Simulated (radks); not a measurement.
Au, 79 electrons, occupied as [Xe] 4f14 5d10 6s1.

All-electron calculation, Dirac Kohn-Sham, PBEsol, spin-unpolarised, spherical densities, finite nucleus; Fermi nuclear charge, rms radius 5.4371 fm. Program: a radial shooting solver on a logarithmic mesh with Libxc functionals.

Energy parts (hartree):
total: -19038.5180
kinetic: 21854.7967
electron-nucleus: -47946.2873
Hartree: 7413.0764
exchange-correlation: -360.1038

Orbitals (lengths in bohr, moments of r in powers of bohr):
1s1/2: occ. 2; eigenvalue (hartree) -2961.308; <r> 0.01688
2s1/2: occ. 2; eigenvalue (hartree) -522.1238; <r> 0.07049
2p1/2: occ. 2; eigenvalue (hartree) -500.8923; <r> 0.05799
2p3/2: occ. 4; eigenvalue (hartree) -433.4772; <r> 0.06654
3s1/2: occ. 2; eigenvalue (hartree) -123.2159; <r> 0.1834
3p1/2: occ. 2; eigenvalue (hartree) -113.6255; <r> 0.1736
3p3/2: occ. 4; eigenvalue (hartree) -98.75101; <r> 0.1893
3d3/2: occ. 4; eigenvalue (hartree) -82.75064; <r> 0.1648
3d5/2: occ. 6; eigenvalue (hartree) -79.55234; <r> 0.1696
4s1/2: occ. 2; eigenvalue (hartree) -26.72776; <r> 0.4071
4p1/2: occ. 2; eigenvalue (hartree) -22.63137; <r> 0.4095
4p3/2: occ. 4; eigenvalue (hartree) -19.06088; <r> 0.4436
4d3/2: occ. 4; eigenvalue (hartree) -12.34018; <r> 0.4520
4d5/2: occ. 6; eigenvalue (hartree) -11.67512; <r> 0.4632
5s1/2: occ. 2; eigenvalue (hartree) -3.97252; <r> 0.9278
4f5/2: occ. 6; eigenvalue (hartree) -3.05388; <r> 0.4953
4f7/2: occ. 8; eigenvalue (hartree) -2.91377; <r> 0.5023
5p1/2: occ. 2; eigenvalue (hartree) -2.64215; <r> 1.004
5p3/2: occ. 4; eigenvalue (hartree) -2.03425; <r> 1.104
5d3/2: occ. 4; eigenvalue (hartree) -0.28910; <r> 1.571
5d5/2: occ. 6; eigenvalue (hartree) -0.23288; <r> 1.656
6s1/2: occ. 1; eigenvalue (hartree) -0.21361; <r> 2.846

The highest occupied level is 6s1/2 at -5.813 eV. The electron density at the nucleus is 2.14e+06 e/bohr^3. Summed over all electrons, <r^2> = 60.05 bohr^2, which gives a Langevin (diamagnetic) susceptibility term of -47.6 x 10^-6 cm^3/mol.
